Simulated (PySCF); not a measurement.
## NaTe: one state, many levels of theory

State: ²Π (doublet), unpaired electrons π ↑. Set-up: basis Na def2-SVP, Te def2-SVP with ECP28; scalar-relativistic core potentials; PySCF 2.14. De refers to Na + Te in their high-spin ground configurations, without counterpoise correction. The functionals are run spin-unrestricted. A positive dipole means Na(−)Te(+).

```json
{"Level": "UHF", "Re (Å)": "2.848", "ωe (cm⁻¹)": "231", "De (eV)": "1.24", "μ (D)": "-9.36"}
{"Level": "UHF-MP2", "Re (Å)": "2.847", "ωe (cm⁻¹)": "230", "De (eV)": "1.86", "μ (D)": "n/a"}
{"Level": "UHF-SCS-MP2", "Re (Å)": "2.850", "ωe (cm⁻¹)": "229", "De (eV)": "1.83", "μ (D)": "n/a"}
{"Level": "UHF-CCSD", "Re (Å)": "2.849", "ωe (cm⁻¹)": "228", "De (eV)": "1.83", "μ (D)": "n/a"}
{"Level": "UHF-CCSD(T)", "Re (Å)": "2.851", "ωe (cm⁻¹)": "228", "De (eV)": "1.86", "μ (D)": "n/a"}
{"Level": "PBE", "Re (Å)": "2.819", "ωe (cm⁻¹)": "226", "De (eV)": "2.17", "μ (D)": "-7.51"}
{"Level": "r²SCAN", "Re (Å)": "2.818", "ωe (cm⁻¹)": "231", "De (eV)": "2.21", "μ (D)": "-8.44"}
{"Level": "M06-L", "Re (Å)": "2.851", "ωe (cm⁻¹)": "221", "De (eV)": "2.55", "μ (D)": "-8.99"}
{"Level": "PBE0", "Re (Å)": "2.806", "ωe (cm⁻¹)": "233", "De (eV)": "2.12", "μ (D)": "-8.20"}
{"Level": "B97-3", "Re (Å)": "2.811", "ωe (cm⁻¹)": "233", "De (eV)": "2.19", "μ (D)": "-8.49"}
{"Level": "M06", "Re (Å)": "2.831", "ωe (cm⁻¹)": "225", "De (eV)": "2.38", "μ (D)": "-8.58"}
{"Level": "ωB97X", "Re (Å)": "2.809", "ωe (cm⁻¹)": "234", "De (eV)": "2.41", "μ (D)": "-8.95"}
```

Problem. Which functional lies closest to UHF-CCSD(T) in De, which farthest, and by how much do they differ from it?

Solution. Closest is PBE0 (-4.5 pm in Re, +2.2 % in ωe, +0.26 eV in De against UHF-CCSD(T) in the same basis), farthest M06-L (+0.0 pm in Re, -3.1 % in ωe, +0.69 eV in De). CCSD(T) converges more slowly with the basis than the functionals do and binds too weakly in this one, so the order can change at the basis-set limit.

Problem. What does a quarter of exact exchange do here, going from PBE to PBE0?

Solution. PBE0 less PBE: -1.3 pm in Re, +3.1 % in ωe, -0.05 eV in De. Exact exchange removes part of the self-interaction that spreads semilocal densities, and in most molecules shortens and stiffens the bond and lowers De; so it does here.

Problem. What does the step from GGA to meta-GGA do here, going from PBE to r²SCAN?

Solution. r²SCAN less PBE: -0.1 pm in Re, +2.2 % in ωe, +0.04 eV in De. 

Correlated steps freeze 5 core orbitals. Correlated levels converge slowly with the basis: in double zeta they bind strong bonds too weakly, by up to about 1 eV, and carry superposition errors of some tenths. These are scalar-relativistic numbers at best; spin–orbit coupling would shift them, the dissociation energy most. The state is the lowest determinant that a PBE0 search found; another state may lie lower at other levels.
